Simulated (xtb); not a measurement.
CH₈O₃Si₂, SMILES O[C@H]([SiH3])[SiH](O)O. All values are semi-empirical tight-binding results from xtb (GFN2-xTB unless named), good for trends rather than for accurate numbers. Coordinates come from a GFN2-xTB optimisation. The structure was generated by enumeration; whether it is a known compound was not checked. One conformer was computed; it need not be the lowest.

Optimised geometry:

```xyz
14

O     -0.5626     1.5041     1.1797
C     -0.5708     0.6335     0.0360
Si    -2.1661    -0.3784     0.2623
Si     1.0416    -0.3663    -0.0639
O      2.2107     0.7565    -0.1646
O      1.1575    -1.2715    -1.4164
H      0.2646     1.9955     1.1807
H     -0.6674     1.2523    -0.8702
H     -2.0446    -1.2083     1.4606
H     -2.3398    -1.2477    -0.9132
H     -3.2988     0.5365     0.3816
H      1.2423    -1.1964     1.1210
H      3.0543     0.5277    -0.5453
H      0.5118    -1.9460    -1.5986
```
Charge 0, spin multiplicity 1.

```json
{
 "orbital_gap": "5.30 eV",
 "dipole_moment": "2.35 D",
 "zero_point_energy": "56.5 kcal/mol",
 "G − E(el) at 298.15 K (modified RRHO)": "34.6 kcal/mol",
 "static polarisability (D4 model)": "87.1 bohr³",
 "solvation energy, GFN2-xTB/ALPB(water)": "-9.8 kcal/mol",
 "solvation energy, GFN2-xTB/ALPB(octanol)": "-10.6 kcal/mol"
}
```

Computed atomic charges and the Wiberg bond orders between heavy atoms:
charges (e) O1 -0.48, C2 -0.10, Si3 0.45, Si4 0.57, O5 -0.47, O6 -0.49, H7 0.28, H8 0.00, H9 -0.09, H10 -0.12, H11 -0.08, H12 -0.08, H13 0.31, H14 0.30. Bond orders O1–C2 1.00, C2–Si3 0.88, C2–Si4 0.85, Si4–O5 1.18, Si4–O6 1.15.
